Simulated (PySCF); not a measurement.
C₂H₄ClFOSi, SMILES C[Si@@](F)(Cl)C=O. Heavy atoms are numbered as in [CH3:1][Si@@:2]([F:3])([Cl:4])[CH:5]=[O:6]. Hydrogens are named by the atom that carries them.

Coordinates come from a ωB97X-D3(BJ)/def2-SVP optimisation. The structure was generated by enumeration; whether it is a known compound was not checked. The values are those of a single conformer.

The numbers are results of PBE0/pcSseg-1 (PySCF), not measurements.

GIAO shieldings, no solvent; atoms alike by connectivity are averaged. δ = σ(ref) − σ: ¹³C against TMS (σ = 186.3 ppm); ²⁹Si against TMS (σ = 352.7 ppm); ¹⁹F against CFCl3 (σ = 167.2 ppm); ³⁵Cl against HCl (σ = 945.9 ppm); ¹⁷O against H2O (σ = 334.2 ppm); ¹H against TMS (σ = 31.56 ppm), references at their B3LYP-D3(BJ)/def2-TZVP geometries, non-relativistic (without spin–orbit terms, shifts of atoms bonded to Cl or Br come out too high).

```json
[
 {"atoms": "C5 (CH)", "nucleus": "¹³C", "count": "1", "δ (ppm)": "…"},
 {"atoms": "C1 (CH3)", "nucleus": "¹³C", "count": "1", "δ (ppm)": "…"},
 {"atoms": "Si2", "nucleus": "²⁹Si", "count": "1", "δ (ppm)": "…"},
 {"atoms": "F3", "nucleus": "¹⁹F", "count": "1", "δ (ppm)": "-161.3"},
 {"atoms": "Cl4", "nucleus": "³⁵Cl", "count": "1", "δ (ppm)": "50.0"},
 {"atoms": "O6", "nucleus": "¹⁷O", "count": "1", "δ (ppm)": "…"},
 {"atoms": "H on C5", "nucleus": "¹H", "count": "1", "δ (ppm)": "11.67"},
 {"atoms": "H on C1", "nucleus": "¹H", "count": "3", "δ (ppm)": "0.84"}
]
```

Task: Some entries are withheld; supply them. (An estimate is asked for; the answer gives what the named calculation found.)

Result: 
- C1 (CH3), δ (ppm): -0.5
- Si2, δ (ppm): -4.3
- O6, δ (ppm): 929.5
- C5 (CH), δ (ppm): 239.8
